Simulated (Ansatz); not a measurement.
Basis-set series for CH₅AsO (`CO[AsH2]`). Total charge 0; spin multiplicity 1. Geometry: relaxed with PBE0-D4/def2-TZVP.

```xyz
8

C     0.238    0.315   -0.925
O    -0.121    1.026    0.234
As   -0.478    0.094    1.714
H    -0.561   -0.368   -1.243
H     1.152   -0.273   -0.771
H     0.416    1.043   -1.720
H     0.725   -0.861    1.644
H    -1.372   -0.976    1.066
```

```json
{"functional": "PBE0-D4", "basis": "def2-SVP", "functions": "85", "energy (Eh)": "-2351.42392", "HOMO (eV)": "-7.72", "LUMO (eV)": "-0.07"}
{"functional": "PBE0-D4", "basis": "def2-TZVPP", "functions": "180", "energy (Eh)": "-2351.84097", "HOMO (eV)": "-7.79", "LUMO (eV)": "-0.36"}
{"functional": "ωB97M-V", "basis": "def2-SVP", "functions": "85", "energy (Eh)": "-2351.64003", "HOMO (eV)": "-9.91", "LUMO (eV)": "2.00"}
{"functional": "ωB97M-V", "basis": "def2-TZVPP", "functions": "180", "energy (Eh)": "-2352.06179", "HOMO (eV)": "-10.00", "LUMO (eV)": "1.59"}
```

Q: Give the rows for def2-QZVPP. (Best estimate.)

A: The calculation gave: 
```json
{"functional": "PBE0-D4", "basis": "def2-QZVPP", "functions": "353", "energy (Eh)": "-2351.89652", "HOMO (eV)": "-7.83", "LUMO (eV)": "-0.53"}
{"functional": "ωB97M-V", "basis": "def2-QZVPP", "functions": "353", "energy (Eh)": "-2352.11606", "HOMO (eV)": "-10.04", "LUMO (eV)": "1.25"}
```

Positive LUMOs are unbound and depend on the basis. Scalar relativity is left out up to krypton.

Results of the Gaussian-basis code of Ansatz.
